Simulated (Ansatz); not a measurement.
One change: `C[SiH2]/C=C/[SiH3]` becomes `O/C=C/[SiH3]`.

Ansatz, PBE0-D4/def2-TZVP geometries, multiplicity 1. Each molecule was computed in one conformer, which needn't be the lowest.

```csv
property,`C[SiH2]/C=C/[SiH3]`
HOMO–LUMO gap (PBE0/def2-TZVPP) / eV,7.02
LUMO energy (PBE0/def2-TZVPP) / eV,-0.89
HOMO energy (PBE/def2-TZVPP) / eV,-6.82
HOMO energy (ωB97M-V/def2-TZVPP) / eV,-10.11
HOMO energy (PBE0/def2-TZVPP) / eV,-7.92
size of the dipole moment (B3LYP/def2-TZVPP) / D,0.86
```

(1) What does the change do to each property? (An estimate is asked.)

## Answers

(1) The calculation gave: 
| property | `O/C=C/[SiH3]` | shift |
| --- | --- | --- |
| HOMO–LUMO gap (PBE0/def2-TZVPP) / eV | 7.23 | 0.21 |
| LUMO energy (PBE0/def2-TZVPP) / eV | 0.15 | 1.04 |
| HOMO energy (PBE/def2-TZVPP) / eV | -5.90 | 0.92 |
| HOMO energy (ωB97M-V/def2-TZVPP) / eV | -9.28 | 0.83 |
| HOMO energy (PBE0/def2-TZVPP) / eV | -7.08 | 0.84 |
| size of the dipole moment (B3LYP/def2-TZVPP) / D | 1.38 | 0.52 |

With PBE0 the HOMO rises by 0.84 eV and the LUMO rises by 1.04 eV, so the gap widens by about 0.20 eV. PBE moves the HOMO by 0.92 eV and ωB97M-V by 0.83 eV. The zero-point energy changes by -101.2 kJ/mol with -15 modes. Dipoles are sizes alone; their direction can turn.

B3LYP here is the variant with VWN-RPA as its local correlation; programs differ in this.
